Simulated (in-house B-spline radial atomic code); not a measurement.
Bi. Computed with a B-spline radial atomic code. Model: non-relativistic spherical atom: semilocal Troullier-Martins pseudo-atom, one channel per l, against all electrons, high spin, G0W0 and RPA with empty states to l = 8, local potential for every l without a channel, a model core (radius 0 = none) keeps its share of the functional.

The core holds an angular momentum without a channel of its own, so the local potential lets valence electrons into it.

Without relativity these are model numbers for so heavy an element.

What the tables leave out is listed at the end.

The pseudopotential gives back the lowest level of each angular momentum of its own functional in the configuration it was made in; a second state of the same l is only approximately right. Exact exchange, RPA and GW see the smooth pseudo-orbitals and miss the exchange with the core, for which the functional's share stands in. The column with an uncorrelated core keeps all orbitals and exact exchange, and so separates missing core correlation from pseudisation. Only the three outermost levels and the lowest empty one were computed. RPA here is direct RPA, with no exchange kernel, and its energies carry an (l + 1/2)⁻⁴ tail. A hybrid on a potential with a model core restores only its own semilocal share of the core's exchange.

Command:
```bash
python run_psgw.py task.json out
```
Settings (lengths in bohr, energies in hartree):
```
Z                      83
electrons              83
configuration          [Xe] 4f14 5d10 6s2 6p3
generated_in           [Xe] 4f14 5d10 6s2 6p3
functional             pbe,pbe
core_shells            11
radius_factor          1.3
core_correction        True
```

Cost of the run: 67 s on 1 thread of Arm Neoverse N1, with other jobs on the host.

Given: made with PBE; model core radius 0.716 bohr; local radius 1.399 bohr; mean-field start PBE.

Valence shells of the generating configuration: 5p, 5d, 6s, 6p.

Channel: s 2.762, p 1.158, d 1.332 (radii in bohr).

Computed: largest level miss in the spin-unpolarised generating configuration 0.116 eV; valence RPA correlation energy all-electron orbitals -1.1828 hartree; valence RPA correlation energy pseudo -1.4019 hartree; all-electron RPA polarisability, core included 46.293 bohr³.

```
          level  occupied  mean-field all-electron (eV)  mean-field pseudo minus all (eV)  G0W0 all-electron (eV)  G0W0 uncorrelated core minus all (eV)  G0W0 pseudo minus all (eV)  exchange self-energy all-electron (eV)  exchange self-energy pseudo (eV)
          6p up         1                       -5.3391                            -0.121                 -8.5982                                  0.031                      -0.045                                 -14.166                           -13.142
6p down (empty)         0                       -3.5686                            -0.117                 -1.4204                                  0.032                       0.042                                 -4.3024                           -3.1858
```

**Question.** What is the pseudo-atom RPA polarisability?

**Answer.** 44.744 bohr³.

Given: mean-field start PBE0.

Computed: valence RPA correlation energy all-electron orbitals -1.1249 hartree; valence RPA correlation energy pseudo -1.336 hartree; all-electron RPA polarisability, core included 39.225 bohr³.

```json
{"level": "6p up", "occupied": "1", "mean-field all-electron (eV)": "-6.3458", "mean-field pseudo minus all (eV)": "0.026", "G0W0 all-electron (eV)": "-8.8507", "G0W0 uncorrelated core minus all (eV)": "0.034", "G0W0 pseudo minus all (eV)": "0.091", "exchange self-energy all-electron (eV)": "-14.214", "exchange self-energy pseudo (eV)": "-13.009"}
{"level": "6s down", "occupied": "1", "mean-field all-electron (eV)": "-11.005", "mean-field pseudo minus all (eV)": "-0.734", "G0W0 all-electron (eV)": "-13.66", "G0W0 uncorrelated core minus all (eV)": "0.038", "G0W0 pseudo minus all (eV)": "-1.687", "exchange self-energy all-electron (eV)": "-14.381", "exchange self-energy pseudo (eV)": "-16.258"}
{"level": "6p down (empty)", "occupied": "0", "mean-field all-electron (eV)": "-2.7085", "mean-field pseudo minus all (eV)": "0.035", "G0W0 all-electron (eV)": "-1.1708", "G0W0 uncorrelated core minus all (eV)": "0.031", "G0W0 pseudo minus all (eV)": "0.105", "exchange self-energy all-electron (eV)": "-3.9672", "exchange self-energy pseudo (eV)": "-2.8793"}
```

**Question.** What is the pseudo-atom RPA polarisability?

**Answer.** 39.331 bohr³.

Among the listed levels the largest G0W0 shift of the pseudo-atom is -1.69 eV, for 6s down on the PBE0 start, while leaving the core uncorrelated moves that level by +0.04 eV. So pseudisation and the lost core exchange, not the missing core correlation, make the error. Not in the tables (levels of low weight, unsolved or above zero; the highest and the empty levels are kept at any weight): on PBE the G0W0 levels 6s down (pseudo minus all -1.17 eV, weights 0.63 and 0.76), 6s up (pseudo minus all -1.36 eV, weights 0.08 and 0.07); on PBE0 the G0W0 levels 6s up (pseudo minus all -1.53 eV, weights 0.05 and 0.12); no Hartree-Fock pseudo-atom is run with a model core.
